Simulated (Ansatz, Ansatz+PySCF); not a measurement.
```yaml
atoms:
  - { symbol: Mg, position_ang: [0.0000, 0.0000, 0.0000] }
  - { symbol: S, position_ang: [0.0000, 0.0000, 3.8520] }
```

Basis set: def2-SVP (spherical functions). Charge 0, multiplicity 1.

Computed with Ansatz (development build ahead of 0.2.0); each method stands on the lowest determinant of its kind that the runs found.

**Question.** Give the atomization energy at this shape (free ground-state atoms in the same class of orbitals less the molecule, no zero-point energy) of singlet MgS by PBE0 (unrestricted), UHF.

**Answer.**

```json
{"method": "PBE0 (unrestricted)", "atomization energy": "0.00 eV"}
{"method": "UHF", "atomization energy": "-0.47 eV"}
```

Caution: another spin multiplicity may lie lower; the shape is not the minimum; the unrestricted determinant is a mixture of spin states.
